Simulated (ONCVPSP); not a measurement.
**Ranking ONCV potentials for beryllium (Be)**

All share these settings but for the change named:

```
Element                 : Be (Z = 4)
Generator               : ONCVPSP 4.0.1
Type                    : optimised norm-conserving Vanderbilt (ONCV)
Functional              : PBE
Relativity              : scalar-relativistic
Frozen core             : none
Valence charge          : 4
Reference configuration : 1s2 2s1 (charge +1)
Partial waves           : 1s+2s: rc 0.80 bohr, ncon 4, nbas 7, qcut 16.1 1/bohr, 2 projectors; p scattering state at 0.39 Ha: rc 0.85 bohr, ncon 4, nbas 7, qcut 11 1/bohr, 1 projector; d scattering state at 0.1 Ha: rc 0.70 bohr, ncon 4, nbas 8, qcut 12 1/bohr, 2 projectors, debl 2 Ha
Local potential         : polynomial inside 0.65 bohr (lpopt 5, dvloc0 0 Ha)
Core correction         : none
```

Test errors are all-electron minus pseudo excitation energies from the reference, over 1s2 2s2; 1s2 2s0; 1s2 2s1.5; 1s1 2s2. None of these files shows a bound ghost.

The base gives 925.2 meV.

Of 7 variants that were run, those that failed, showed a ghost or another fault, or gave nearly equal values are left out.

A variant can come out equal or close to the base, since the largest error may sit in a test that the change hardly touches while other tests move.

Q: Rank these variants by their largest absolute test error, smallest first.
A. fully relativistic
B. s: qcut 23.9
C. all radii scaled by about 1.08 (s 0.86, p 0.92, d 0.76 bohr); local potential polynomial inside 0.70 bohr (lpopt 5, dvloc0 0 Ha)

A: B (650.4 meV), A (930.6 meV), C (1093.9 meV).
